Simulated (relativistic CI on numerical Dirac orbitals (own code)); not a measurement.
Cr6+ in a cubic cluster: L2,3 absorption with charge transfer

Computed with a charge-transfer multiplet model of a cubic metal-ligand cluster with up to 2 ligand holes, Slater and spin-orbit integrals from Dirac-Coulomb-Breit ions, Slater integrals scaled by 0.9. The parameters are those of a tetrahedral site (10Dq negative, t2 hopping the larger). The ground state mixes d0 with configurations of k ligand holes L, whose averages lie at kΔ + k(k − 1)U_dd/2; a core hole lowers each added d electron by U_cd. 300 K, Lorentzian 0.4 eV and Gaussian 0.3 eV FWHM.

Atomic integrals in eV (Slater integrals scaled, ζ unscaled), ground: F2dd 10.549, F4dd 6.644, zeta_d 0.039; with the core hole: F2dd 10.549, F4dd 6.644, zeta_d 0.067, zeta_core 5.615, F2cd 7.753, G1cd 6.119, G3cd 3.485. Where a configuration has fewer than two d electrons, the dd integrals are those of d2.

Cluster parameters (eV): Δ = -1.9, U_dd = 4.9, 10Dq = -0.4, 10Dq(ligand) = 0, V(eg) = 1.23, V(t2g) = -2.08, final-state hopping factor = 1.

| Case | n_d | d0 | d1L | d2L2 | S |
| --- | --- | --- | --- | --- | --- |
| U_cd = 4.2 eV | 1.08 | 0.18 | 0.56 | 0.26 | 0.00 |
| U_cd = 4.8 eV | 1.08 | 0.18 | 0.56 | 0.26 | 0.00 |
| U_cd = 6 eV | 1.08 | 0.18 | 0.56 | 0.26 | 0.00 |

Weights, n_d and S are thermal averages at 300 K. Photon energies count from the first peak over 30 % of the highest in each spectrum, which can be another peak from case to case. The parameters are a model scan and need not match a compound or its usual spin state. Peaks in eV (height, largest 100):
- U_cd = 4.2 eV: 0.0 (42), 1.9 (19), 3.2 (20), 4.5 (5), 5.4 (5), 6.4 (8), 8.7 (100), 11.3 (21)
- U_cd = 4.8 eV: 0.0 (44), 1.8 (24), 3.1 (25), 4.4 (7), 4.8 (6), 6.5 (10), 8.7 (100), 10.9 (25), 11.3 (25)
- U_cd = 6 eV: 0.0 (39), 0.7 (30), 1.6 (31), 2.8 (29), 4.2 (9), 8.8 (100), 10.3 (33), 11.0 (32)

Curve for U_cd = 4.8 eV (points under 2 left out, the grid thinned):

(E (eV), Intensity): (-2.9, 2.1), (-2.0, 2.6), (-1.6, 2.3), (-1.3, 3.1), (-0.9, 6.1), (-0.5, 17.9), (-0.1, 41.8), (0.3, 35.8), (0.7, 26.9), (1.0, 25.8), (1.4, 20.7), (1.8, 23.8), (2.2, 18.4), (2.6, 16.1), (2.9, 21.8), (3.3, 16.9), (3.7, 6.1), (4.1, 5.8), (4.5, 6.4), (4.9, 6.0), (5.2, 5.7), (5.6, 6.1), (6.0, 7.3), (6.4, 9.5), (6.8, 9.0), (7.1, 9.5), (7.5, 12.9), (7.9, 23.1), (8.3, 63.7), (8.7, 100.0), (9.1, 70.8), (9.4, 51.5), (9.8, 32.3), (10.2, 24.9), (10.6, 23.7), (11.0, 24.9), (11.3, 25.2), (11.7, 18.0), (12.1, 10.2), (12.5, 5.1), (12.9, 3.9), (13.3, 3.3), (13.6, 3.1), (14.0, 2.5), (14.4, 2.1)

A d0 ion has no d-d gap: its lowest excitations are ligand-to-metal charge transfer. With the core hole the configuration with one ligand hole lies at Δ + U_dd − U_cd = -1.2, -1.8, -3.0 eV from the one without, in the order of the table; where this is negative the screened configuration lies lower, though the effective hopping of about 5.3 eV (from the holes of the mixed ground state) mixes the two strongly wherever it is as large as the gap.

With at most 2 ligand holes the space is cut while the next configuration still counts, so covalency is underestimated, and a final configuration with one more ligand hole, which can lie low, is missing from the spectra.
